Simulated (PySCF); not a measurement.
SMILES C=CCCCC, singlet (GFN2-xTB optimised geometry):

```
18

C      3.121    -0.701    -2.177
C      2.407    -0.038    -1.287
C      0.916     0.069    -1.299
C      0.314    -0.477     0.000
C     -1.214    -0.477     0.000
C     -1.815     0.924     0.000
H      4.195    -0.752    -2.127
H      2.658    -1.218    -3.001
H      2.898     0.472    -0.467
H      0.512    -0.482    -2.150
H      0.641     1.121    -1.409
H      0.667    -1.501     0.141
H      0.675     0.117     0.843
H     -1.560    -1.008     0.890
H     -1.575    -1.026    -0.873
H     -1.436     1.501     0.841
H     -2.898     0.870     0.084
H     -1.575     1.454    -0.918
```

Computed with PySCF with PBE/def2-SVP.

What are the frontier orbital energies and the dipole moment?

HOMO-2 -7.76 eV, HOMO-1 -7.59 eV, HOMO -6.09 eV, LUMO -0.33 eV, LUMO+1 1.08 eV; dipole moment 0.49 D.

Meta-Löwdin charges at PBE/def2-SVP: C1 -0.25, C2 -0.08, C3 -0.18, C4 -0.17, C5 -0.17, C6 -0.30, H7 0.10, H8 0.10, H9 0.10, H10 0.09, H11 0.10, H12 0.09, H13 0.09, H14 0.09, H15 0.09, H16 0.10, H17 0.10, H18 0.10.
